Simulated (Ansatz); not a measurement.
sulfuric acid (H2O4S), singlet, at a GFN2-xTB geometry. Base run: Ansatz (a program for electronic structure) with HF/def2-SV(P).

Geometry (Å):
```xyz
7

O     -0.5527     1.3528     0.3109
S     -0.0804    -0.1257    -0.0107
O     -0.6268    -0.4885    -1.2656
O     -0.2744    -0.9200     1.1452
O      1.4792     0.0953    -0.1872
H     -0.7912     1.7512    -0.5244
H      1.8753    -0.0568     0.6692
```
Charge 0, spin multiplicity 1.
All else is at Ansatz's defaults.
Base energy -697.65752 Eh.

Each row names what was changed in the base input (with any setting that the change needs).

```
change                                                          ΔE vs base (kcal/mol)
--------------------------------------------------------------  ---------------------
base                                                                            0.000
point_charge = charge:0.5 position_ang:3.2524, 3.979, 0.0573                     2.55
nuclear_model = gaussian                                                        0.218
forces = on                                                                     0.000
lower_state_search = light                                                      0.000
lower_state_search = off                                                        0.000
point_charge = charge:-1.0 position_ang:-2.63, 3.8979, -1.5724                 -12.58
point_charge = charge:1.0 position_ang:-3.1086, -3.382, -0.221                  -9.77
accuracy = high                                                                -0.017
fitting.mean_field = cc-pVTZ-JKFIT                                              0.192
fitting.mean_field = def2-universal-JKFIT                                           ?
```

Q: Complete the blanks.

A: 
- fitting.mean_field = def2-universal-JKFIT, ΔE vs base (kcal/mol): 0.271
